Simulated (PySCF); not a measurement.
```xyz
7
charge 0 multiplicity 4, angstrom
W     0.0000    0.0000    0.0012
O     0.0000   -1.9097   -0.0516
O     1.6539    0.9549   -0.0516
O    -1.6539    0.9549   -0.0516
H     0.0000   -2.4541    0.7461
H     2.1253    1.2270    0.7461
H    -2.1253    1.2270    0.7461
```

These are results of UPBE0 in PySCF with W def2-SVP with ECP60, O def2-SVP, H def2-SVP; scalar-relativistic core potentials, no spin–orbit coupling; density-fitted integrals, not measurements.

This geometry of W(OH)₃ is a stationary point at this level.

Q: What is the point group?

A: C3v.

Q: Is it a minimum?

A: Yes: all harmonic wavenumbers are real.

Q: Which band is strongest in the infrared?

A: 680 cm⁻¹ (e), 732 km/mol.

Q: Give the atomic charges and bond orders.

A: 
| atom | Mulliken | Löwdin | polar tensor | spin (Mulliken) | Mayer order to W1 |
| --- | --- | --- | --- | --- | --- |
| W1 | 0.76 | 0.24 | 1.49 | 2.99 | – |
| O2,3,4 | -0.46 | -0.17 | -0.80 | -0.02 | 1.14 |
| H5,6,7 | 0.21 | 0.10 | 0.30 | 0.02 | 0.03 |
Other Mayer orders above 0.3: O–H 0.94 (×3).

Only a few start shapes were tried, so a lower isomer may exist. Open d and f shells are described by one determinant, and the ground state may have another occupation or spin. With an element this heavy the missing spin–orbit coupling can shift these numbers.
